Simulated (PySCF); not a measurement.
Ge2H6O.

```xyz
9

Ge     1.6082     0.0000     0.0624
O      0.0000     0.0000    -0.6924
Ge    -1.6082     0.0000     0.0624
H      2.6151     0.0000    -1.0964
H      1.7633     1.2633     0.9352
H      1.7633    -1.2633     0.9352
H     -1.7633    -1.2633     0.9352
H     -2.6151     0.0000    -1.0964
H     -1.7633     1.2633     0.9352
```
Charge 0, spin multiplicity 1.

The structure is a stationary point at PBE0-D3(BJ)/def2-SVP.

Calculation: PBE/pcSseg-1 (PySCF). Non-relativistic, no solvent.

Problem. Give the absolute GIAO shielding of each atom: isotropic value and principal components (ppm). (The exact figures need the calculation; the answer reports its results.)

Solution. 
```tsv
atom	σ(iso)	σ11	σ22	σ33	span
Ge1	1332.7	1188.8	1203.4	1605.9	417.1
O2	338.2	244.9	384.3	385.3	140.4
Ge3	1332.7	1188.8	1203.4	1605.9	417.1
H4	25.9	19.5	21.6	36.6	17.1
H5	25.9	19.5	22.2	35.9	16.4
H6	25.9	19.5	22.2	35.9	16.4
H7	25.9	19.5	22.2	35.9	16.4
H8	25.9	19.5	21.6	36.6	17.1
H9	25.9	19.5	22.2	35.9	16.4
```
